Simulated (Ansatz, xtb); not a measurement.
# BFH5OSi+: where a starting geometry ends

The starting geometry of this gas-phase singlet was built from a drawn formula by distance geometry and a force field; its bonds are those of `F[BH2-][OH+][SiH2+]`.

```tsv
atom	x (Å)	y (Å)	z (Å)
B	-1.1023	0.4250	1.6577
F	-1.4597	0.9920	2.9697
O	0.3596	0.0924	1.7246
Si	0.7893	-0.5643	0.2219
H	-1.2685	1.2720	0.8359
H	-1.7843	-0.5040	1.4267
H	0.8738	0.8728	1.8065
H	1.3262	-1.9264	0.1188
H	0.6581	0.2447	-1.0216
```

Problem. Predict what becomes of its bonds when it is optimised with r2SCAN-D4/def2-SVP.

Solution. It rearranges to `FB[OH+][SiH3]`. Distances that change by over a tenth: B1–F2 (1.47 → 1.29 Å), O3–Si4 (1.70 → 1.88 Å). Contacts that open: B1–H6 (1.18 → 3.30 Å). Contacts that close: Si4–H6 (2.84 → 1.47 Å).

The energy falls by 4.63 eV over 25 steps:

| step | E − E(last) (eV) |
| --- | --- |
| 1 | 4.630 |
| 4 | 1.996 |
| 6 | 1.095 |
| 9 | 0.703 |
| 12 | 0.366 |
| 14 | 0.182 |
| 17 | 0.019 |
| 20 | 0.004 |
| 22 | 0.001 |
| 25 | 0.000 |

Final geometry (Å):

```yaml
atoms:
  - { symbol: B, position_ang: [-0.8523, 0.9813, 2.2043] }
  - { symbol: F, position_ang: [-1.5168, -0.0728, 2.5509] }
  - { symbol: O, position_ang: [0.0279, 0.7370, 1.0971] }
  - { symbol: Si, position_ang: [0.2389, -0.9031, 0.2059] }
  - { symbol: H, position_ang: [-0.8939, 2.0713, 2.6821] }
  - { symbol: H, position_ang: [-1.1225, -1.1513, -0.3037] }
  - { symbol: H, position_ang: [0.5534, 1.5053, 0.7973] }
  - { symbol: H, position_ang: [0.7102, -1.7826, 1.2917] }
  - { symbol: H, position_ang: [1.2472, -0.4811, -0.7854] }
```

From the same start GFN2-xTB ends elsewhere, in pieces: H3OSi + BFH2.

The end wasn't checked by frequencies. Run with Ansatz 0.2.0, 30 s on 2 threads of Intel(R) Xeon(R) 6975P-C (Granite Rapids), on a shared host.
